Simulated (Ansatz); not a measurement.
Consider the ligand exchange at a Ga–O bond: `[OH][Ga]([OH])[O][SiH3]` + H₂S → `[OH][Ga]([SH])[O][SiH3]` + H₂O.

Program: Ansatz. Geometries: PBE0-D4/def2-TZVP. ΔE: electronic, gas phase. CBS: MP2 limit from def2 TZ/QZ plus the TZ coupled-cluster correction, frozen cores. This one scheme is used for every species. Functionals use def2-TZVPP. For Ga outer-core shells are correlated without core-valence functions, which leaves a few kJ/mol of doubt a bond. Scalar relativity is left out up to krypton. One conformer a species, not always the lowest.

```
                  species  r2SCAN-D4 energy (Eh)
`[OH][Ga]([OH])[O][SiH3]`            -2443.12870
                      H₂S             -399.37429
`[OH][Ga]([SH])[O][SiH3]`            -2766.09353
                      H₂O              -76.42324
```

Problem. Work out ΔE.

Solution. ΔE = (-2766.09353) + (-76.42324) − (-2443.12870) − (-399.37429) = -0.01378 Eh = -8.6 kcal/mol. CCSD(T)/CBS gives -8.8 kcal/mol.

Largest T1 diagnostic among the species: 0.014.

The D4 term adds −1.3 kcal/mol with B3LYP and −0.7 kcal/mol with PBE0; it sums over pairs of atoms, weighted by their polarisabilities, and B3LYP, whose exchange is more repulsive, gets the larger term. In def2-TZVPP, CCSD(T) changes the Hartree–Fock value by −1.3 kcal/mol (the triples alone add −0.4 kcal/mol) and MP2 by −1.7 kcal/mol.

B3LYP here is the variant with VWN-RPA as its local correlation; programs differ in this.
